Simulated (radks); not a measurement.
Q: The mean radii <r> (bohr) of the occupied orbitals of an atom or ion are listed with their occupations. Method: scalar-relativistic Kohn-Sham, LDA (Slater exchange, Perdew-Wang correlation), spin-polarised, spherical densities, finite nucleus; Fermi nuclear charge, rms radius of each element as measured or else 0.836 A^(1/3) + 0.57 fm; computed with a radial shooting solver on a logarithmic mesh with Libxc functionals.

| orbital | occ. | <r> |
|---|---|---|
| 1s up | 1 | 0.01607 |
| 1s down | 1 | 0.01607 |
| 2s up | 1 | 0.06766 |
| 2s down | 1 | 0.06766 |
| 2p up | 3 | 0.06145 |
| 2p down | 3 | 0.06145 |
| 3s up | 1 | 0.1747 |
| 3s down | 1 | 0.1747 |
| 3p up | 3 | 0.1765 |
| 3p down | 3 | 0.1765 |
| 3d up | 5 | 0.1600 |
| 3d down | 5 | 0.1600 |
| 4s up | 1 | 0.3846 |
| 4s down | 1 | 0.3846 |
| 4p up | 3 | 0.4102 |
| 4p down | 3 | 0.4102 |
| 4d up | 5 | 0.4312 |
| 4d down | 5 | 0.4311 |
| 5s up | 1 | 0.8506 |
| 5s down | 1 | 0.8497 |
| 4f up | 7 | 0.4536 |
| 4f down | 7 | 0.4533 |
| 5p up | 3 | 0.9697 |
| 5p down | 3 | 0.9680 |
| 5d up | 5 | 1.243 |
| 5d down | 4 | 1.238 |
| 6s up | 1 | 1.981 |

Name the element and its charge. Open shells, if any, are filled with parallel spins first.

A: Z = 82, lead, charge +4: Pb4+ in [Xe] 4f14 5d9 6s1. The 1s radius gives Z: for a bare nucleus <r> = (2 gamma + 1)/(2Z) with gamma = sqrt(1 - (Z/c)^2), 0.01587 bohr for Z = 82, and screening makes it slightly larger (0.01607 here). The occupations add up to 78, and the charge is Z minus that.
